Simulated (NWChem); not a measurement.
System: WF$_{6}$; SMILES [F][W]([F])([F])([F])([F])[F]

The following NWChem deck was run.

```
start job
memory heap 200 mb stack 900 mb global 1100 mb
geometry units angstroms noautoz
  W      0.000000     0.000000     0.000000
  F     -1.301822     0.936437     0.900612
  F      1.301822    -0.936437    -0.900612
  F     -1.299146    -0.951627    -0.888461
  F     -0.013625     1.265015    -1.335023
  F      0.013625    -1.265015     1.335023
  F      1.299146     0.951627     0.888461
end
basis spherical
  W library def2-svp
  F library def2-svp
end
ecp
  W library def2-ecp
end
dft
  xc scan
  grid coarse
  iterations 150
  mulliken
end
task dft gradient
```

Excerpt of the output:

```
             Northwest Computational Chemistry Package (NWChem) 7.3.0
             --------------------------------------------------------

 CI  symmetry detected

                             Geometry "geometry" -> ""
                             -------------------------

 Output coordinates in angstroms (scale by  1.889725989 to convert to a.u.)

  No.       Tag          Charge          X              Y              Z
 ---- ---------------- ---------- -------------- -------------- --------------
    1 W                   74.0000     0.00000000     0.00000000     0.00000000
    2 F                    9.0000    -0.24210747     1.42652226    -1.13541842
    3 F                    9.0000     0.24210747    -1.42652226     1.13541842
    4 F                    9.0000     0.15094961    -1.12578384    -1.44656911
    5 F                    9.0000     1.81695676     0.28361067    -0.03111479
    6 F                    9.0000    -1.81695676    -0.28361067     0.03111479
    7 F                    9.0000    -0.15094961     1.12578384     1.44656911

 Effective nuclear repulsion energy (a.u.)    1382.4285103101

      Symmetry information
      --------------------

 Group name             Ci
 Group number              3
 Group order               2
 No. of unique centers     4

                                 NWChem DFT Module
                                 -----------------

 Summary of "ao basis" -> "ao basis" (spherical)
 ------------------------------------------------------------------------------
       Tag                 Description            Shells   Functions and Types
 ---------------- ------------------------------  ------  ---------------------
 W                          def2-svp                12       32   6s3p2d1f
 F                          def2-svp                 6       14   3s2p1d

      Symmetry analysis of basis
      --------------------------

        ag         58
        au         58

            General Information
            -------------------
          SCF calculation type: DFT
          Wavefunction type:  closed shell.
          No. of atoms     :     7
          No. of electrons :    68
           Alpha electrons :    34
            Beta electrons :    34
          Charge           :     0
          Spin multiplicity:     1
          Use of symmetry is: on ; symmetry adaption is: on
          Maximum number of iterations: 150
          AO basis - number of functions:   116
                     number of shells:    48
          Convergence on energy requested:  1.00D-06
          Convergence on density requested:  1.00D-05
          Convergence on gradient requested:  5.00D-04

              XC Information
              --------------
                         SCAN Method XC Functional
                  SCAN metaGGA Exchange Functional  1.000
                        SCAN Correlation Potential  1.000

             Grid Information
             ----------------
          Grid used for XC integration:  coarse
          Radial quadrature: Mura-Knowles
          Angular quadrature: Lebedev.
          Tag              B.-S. Rad. Rad. Pts. Rad. Cut. Ang. Pts.
          ---              ---------- --------- --------- ---------
          W                   1.35      104           7.0       302
          F                   0.50       35           8.0       302
          Grid pruning is: on
          Number of quadrature shells:   209
          Spatial weights used:  Erf1

      Superposition of Atomic Density Guess
      -------------------------------------

 Sum of atomic energies:        -668.93168469

      Non-variational initial energy
      ------------------------------

 Total energy =    -662.004275
 1-e energy   =   -1844.034998
 2-e energy   =     731.807739
 HOMO         =      -0.632455
 LUMO         =       0.019256

      Symmetry analysis of molecular orbitals - initial
      -------------------------------------------------

  Numbering of irreducible representations:

     1 ag          2 au

  Orbital symmetries:

     1 ag          2 ag          3 ag          4 au          5 au
     6 au          7 ag          8 au          9 au         10 au
    11 ag         12 ag         13 ag         14 au         15 au
    16 au         17 ag         18 ag         19 ag         20 ag
    21 ag         22 ag         23 au         24 au         25 au
    26 au         27 au         28 au         29 au         30 au
    31 au         32 ag         33 ag         34 ag         35 ag
    36 ag         37 ag         38 ag         39 au         40 au
    41 au         42 ag         43 ag         44 ag

     ---------------------------------------------
      Total Density - Mulliken Population Analysis
     ---------------------------------------------

    Atom       Charge   Shell Charges
 -----------   ------   -------------------------------------------------------
    1 W   14    10.08   0.04 -0.35  1.78  0.58  0.11  0.06  5.53  0.60  0.10  1.17  0.23  0.23
    2 F    9     9.65   1.99  1.15  0.80  3.55  2.16  0.00
    3 F    9     9.65   1.99  1.15  0.80  3.55  2.16  0.00
    4 F    9     9.65   1.99  1.15  0.80  3.55  2.16  0.00
    5 F    9     9.65   1.99  1.15  0.80  3.55  2.16  0.00
    6 F    9     9.65   1.99  1.15  0.80  3.55  2.16  0.00
    7 F    9     9.65   1.99  1.15  0.80  3.55  2.16  0.00

   convergence    iter        energy       DeltaE   RMS-Dens  Diis-err
 ---------------- ----- ----------------- --------- --------- ---------
 d= 0,ls=0.0,diis     1   -665.2368166179 -1.12D+03  4.68D-02  4.97D+00
 d= 0,ls=0.0,diis     2   -659.3946701355  5.84D+00  3.49D-02  6.15D+01
 d= 0,ls=0.0,diis     3   -665.8590698161 -6.46D+00  9.46D-04  1.13D-01
 d= 0,ls=0.0,diis     4   -665.8685795798 -9.51D-03  3.95D-04  7.48D-03
 d= 0,ls=0.0,diis     5   -665.8693867060 -8.07D-04  5.12D-05  1.11D-04
  Resetting Diis
 d= 0,ls=0.0,diis     6   -665.8693948246 -8.12D-06  2.15D-05  2.11D-05
 d= 0,ls=0.0,diis     7   -665.8693967333 -1.91D-06  1.17D-05  5.64D-07
 d= 0,ls=0.0,diis     8   -665.8693963794  3.54D-07  8.61D-06  4.25D-06

         Total DFT energy =     -665.869396379393
      One electron energy =    -1844.975657760630
           Coulomb energy =      799.216999259574
    Exchange-Corr. energy =      -70.333722404039
 Nuclear repulsion energy =      450.222984525702

 Numeric. integr. density =       67.999901421890

                  Occupations of the irreducible representations
                  ----------------------------------------------

                     irrep           alpha         beta
                     --------     --------     --------
                     ag               16.0         16.0
                     au               18.0         18.0

                       DFT Final Molecular Orbital Analysis
                       ------------------------------------

 Vector   32  Occ=2.000000D+00  E=-4.119921D-01  Symmetry=ag
              MO Center= -8.4D-15,  1.3D-13, -3.4D-14, r^2= 3.8D+00
   Bfn.  Coefficient  Atom+Function         Bfn.  Coefficient  Atom+Function
  ----- ------------  ---------------      ----- ------------  ---------------
    80      0.332934  5 F  pz                94     -0.332934  6 F  pz
    64      0.253278  4 F  px               106     -0.253278  7 F  px
    36      0.235412  2 F  px                50     -0.235412  3 F  px
    83     -0.224183  5 F  pz                97      0.224183  6 F  pz
    67     -0.170550  4 F  px               109      0.170550  7 F  px

 Vector   33  Occ=2.000000D+00  E=-4.119889D-01  Symmetry=ag
              MO Center=  4.8D-14, -2.3D-14, -9.7D-14, r^2= 3.8D+00
   Bfn.  Coefficient  Atom+Function         Bfn.  Coefficient  Atom+Function
  ----- ------------  ---------------      ----- ------------  ---------------
    79      0.342025  5 F  py                93     -0.342025  6 F  py
    36     -0.253956  2 F  px                50      0.253956  3 F  px
    64      0.231390  4 F  px                82     -0.230299  5 F  py
    96      0.230299  6 F  py               106     -0.231390  7 F  px
    39      0.171003  2 F  px                53     -0.171003  3 F  px

 Vector   34  Occ=2.000000D+00  E=-4.119817D-01  Symmetry=ag
              MO Center=  7.7D-16,  3.2D-15, -5.3D-14, r^2= 3.8D+00
   Bfn.  Coefficient  Atom+Function         Bfn.  Coefficient  Atom+Function
  ----- ------------  ---------------      ----- ------------  ---------------
    65      0.273243  4 F  py               107     -0.273243  7 F  py
    38      0.260139  2 F  pz                52     -0.260139  3 F  pz
    37      0.208370  2 F  py                51     -0.208370  3 F  py
    66     -0.206403  4 F  pz               108      0.206403  7 F  pz
    68     -0.183982  4 F  py               110      0.183982  7 F  py

 Vector   35  Occ=0.000000D+00  E=-1.969044D-01  Symmetry=ag
              MO Center= -1.7D-14, -1.1D-14,  1.9D-14, r^2= 1.8D+00
   Bfn.  Coefficient  Atom+Function         Bfn.  Coefficient  Atom+Function
  ----- ------------  ---------------      ----- ------------  ---------------
    19      0.707515  1 W  d  1              16      0.419871  1 W  d -2
    18      0.391465  1 W  d  0              17     -0.223189  1 W  d -1
    36      0.175094  2 F  px                50     -0.175094  3 F  px
    80     -0.165839  5 F  pz                94      0.165839  6 F  pz
    39     -0.126269  2 F  px                53      0.126269  3 F  px

 Vector   36  Occ=0.000000D+00  E=-1.968777D-01  Symmetry=ag
              MO Center= -1.8D-14,  2.1D-15,  2.4D-14, r^2= 1.8D+00
   Bfn.  Coefficient  Atom+Function         Bfn.  Coefficient  Atom+Function
  ----- ------------  ---------------      ----- ------------  ---------------
    16      0.732078  1 W  d -2              20     -0.438232  1 W  d  2
    18     -0.346343  1 W  d  0              79      0.183466  5 F  py
    93     -0.183466  6 F  py                19     -0.161046  1 W  d  1
    64     -0.133031  4 F  px               106      0.133031  7 F  px
    82     -0.132311  5 F  py                96      0.132311  6 F  py

 Vector   37  Occ=0.000000D+00  E=-1.967416D-01  Symmetry=ag
              MO Center= -9.6D-15,  2.3D-16,  2.6D-14, r^2= 1.8D+00
   Bfn.  Coefficient  Atom+Function         Bfn.  Coefficient  Atom+Function
  ----- ------------  ---------------      ----- ------------  ---------------
    18      0.594852  1 W  d  0              19     -0.582841  1 W  d  1
    16      0.330581  1 W  d -2              20      0.274249  1 W  d  2
    64     -0.149083  4 F  px               106      0.149083  7 F  px
    38     -0.127053  2 F  pz                52      0.127053  3 F  pz
    80      0.123169  5 F  pz                94     -0.123169  6 F  pz

     ---------------------------------------------
      Total Density - Mulliken Population Analysis
     ---------------------------------------------

    Atom       Charge   Shell Charges
 -----------   ------   -------------------------------------------------------
    1 W   14    12.27   0.04 -0.36  1.90  0.52  0.16  0.01  5.70  0.53  0.18  2.86  0.37  0.37
    2 F    9     9.29   1.99  1.16  0.80  3.34  2.00  0.01
    3 F    9     9.29   1.99  1.16  0.80  3.34  2.00  0.01
    4 F    9     9.29   1.99  1.16  0.80  3.34  2.00  0.01
    5 F    9     9.29   1.99  1.16  0.80  3.34  2.00  0.01
    6 F    9     9.29   1.99  1.16  0.80  3.34  2.00  0.01
    7 F    9     9.29   1.99  1.16  0.80  3.34  2.00  0.01

     -------------------------------------------
      Total Density - Lowdin Population Analysis
     -------------------------------------------

    Atom       Charge   Shell Charges
 -----------   ------   -------------------------------------------------------
    1 W   14    13.53   0.00  0.04  1.08  0.80  0.32  0.14  5.05  1.31  0.38  2.57  1.17  0.70
    2 F    9     9.08   1.98  1.04  0.75  3.21  2.08  0.01
    3 F    9     9.08   1.98  1.04  0.75  3.21  2.08  0.01
    4 F    9     9.08   1.98  1.04  0.75  3.21  2.08  0.01
    5 F    9     9.08   1.98  1.04  0.75  3.21  2.08  0.01
    6 F    9     9.08   1.98  1.04  0.75  3.21  2.08  0.01
    7 F    9     9.08   1.98  1.04  0.75  3.21  2.08  0.01

     Multipole analysis of the density
     ---------------------------------

     L   x y z        total         alpha         beta         nuclear
     -   - - -        -----         -----         ----         -------
     0   0 0 0      0.000000    -34.000000    -34.000000     68.000000

     1   1 0 0      0.000000      0.000000      0.000000     -0.000000
     1   0 1 0      0.000000      0.000000      0.000000      0.000000
     1   0 0 1      0.000000      0.000000      0.000000      0.000000

     2   2 0 0    -41.159402   -129.299336   -129.299336    217.439271
     2   1 1 0     -0.000168     -0.000084     -0.000084      0.000000
     2   1 0 1     -0.000088     -0.000044     -0.000044      0.000000
     2   0 2 0    -41.158787   -129.300840   -129.300840    217.442892
     2   0 1 1     -0.000145     -0.000073     -0.000073     -0.000000
     2   0 0 2    -41.158748   -129.298097   -129.298097    217.437447

            General Information
            -------------------
          SCF calculation type: DFT
          Wavefunction type:  closed shell.
          No. of atoms     :     7
          No. of electrons :    68
           Alpha electrons :    34
            Beta electrons :    34
          Charge           :     0
          Spin multiplicity:     1
          Use of symmetry is: on ; symmetry adaption is: on
          Maximum number of iterations: 150
          AO basis - number of functions:   116
                     number of shells:    48
          Convergence on energy requested:  1.00D-06
          Convergence on density requested:  1.00D-05
          Convergence on gradient requested:  5.00D-04

              XC Information
              --------------
                         SCAN Method XC Functional
                  SCAN metaGGA Exchange Functional  1.000
                        SCAN Correlation Potential  1.000

             Grid Information
             ----------------
          Grid used for XC integration:  coarse
          Radial quadrature: Mura-Knowles
          Angular quadrature: Lebedev.
          Tag              B.-S. Rad. Rad. Pts. Rad. Cut. Ang. Pts.
          ---              ---------- --------- --------- ---------
          W                   1.35      104           7.0       302
          F                   0.50       35           8.0       302
          Grid pruning is: on
          Number of quadrature shells:   209
          Spatial weights used:  Erf1

          Convergence Information
          -----------------------
          Convergence aids based upon iterative change in
          total energy or number of iterations.
          Levelshifting, if invoked, occurs when the
          HOMO/LUMO gap drops below (HL_TOL):  1.00D-02
          DIIS, if invoked, will attempt to extrapolate
          using up to (NFOCK): 10 stored Fock matrices.

                    Damping( 0%)  Levelshifting(0.5)       DIIS
                  --------------- ------------------- ---------------
          dE  on:    start            ASAP                start
          dE off:    2 iters        150 iters           150 iters

[...]

                         DFT ENERGY GRADIENTS

    atom               coordinates                        gradient
                 x          y          z           x          y          z
   1 W       0.000000   0.000000   0.000000    0.000000   0.000000   0.000000
   2 F      -0.457517   2.695736  -2.145630    0.000567  -0.002928   0.002085
   3 F       0.457517  -2.695736   2.145630   -0.000567   0.002928  -0.002085
   4 F       0.285253  -2.127423  -2.733619   -0.000320   0.002167   0.002812
   5 F       3.433550   0.535946  -0.058798   -0.004012  -0.000680   0.000117
   6 F      -3.433550  -0.535946   0.058798    0.004012   0.000680  -0.000117
   7 F      -0.285253   2.127423   2.733619    0.000320  -0.002167  -0.002812
```

Level: SCAN/def2-SVP with def2 effective core potentials on W. Coordinates come from a PBE0/def2-SVP optimisation. No frequency run checked for a minimum. def2 effective core potentials on W; no spin-orbit coupling.
